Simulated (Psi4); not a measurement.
H$_{2}$O$_{2}$Zn, singlet, geometry from GFN2-xTB (such geometries of metal compounds can be far from the true shape), with bond 5-4 at 2.0 times its length. Base run: BLYP/6-31G in Psi4 1.11.

Geometry (Å):
```xyz
5

Zn    -0.0004     0.1695     0.0311
O      1.2532    -0.1577    -1.0818
H      1.8266     0.5156    -1.4417
O     -1.2514    -0.5375     0.9544
H     -2.4042     0.4606     2.1040
```
All else is at Psi4's defaults (density fitting, Cartesian functions).
Base energy -1930.60643 Eh.

Each row names what was changed in the base input (with any setting that the change needs).

```
change                                        ΔE vs base (mEh)  SCF cycles  grid points  basis functions                outcome
--------------------------------------------  ----------------  ----------  -----------  ---------------  ---------------------
base                                                     0.000          16       109708               51              converged
scf_type = direct                                        0.036          18       109708               51              converged
guess = huckel                                           0.000          14       109708               51              converged
d_convergence = 1e-4                                     0.000          16       109708               51              converged
dft_radial_points = 150                                 -0.027          16       217924               51              converged
guess = gwh                                              0.000          19       109708               51              converged
damping_percentage = 20                                      -           -            -               51  stopped with an error
dft_radial_scheme = multiexp                             0.777          16       112920               51              converged
cholesky_tolerance = 1e-3 (with scf_type cd)            -7.666          16       109708               51              converged
scf_type = dfdirj+link                                   0.016          16       109708               51              converged
basis_guess = true                                       0.000          10       109708               51              converged
dft_radial_points = 50                                   0.254          16        73971               51              converged
dft_basis_tolerance = 1e-8                               0.000          16       108906               51              converged
```

- damping_percentage = 20: ended with `Exception: ADIIS minimization failed. File a bug, and include your entire input and output files.`
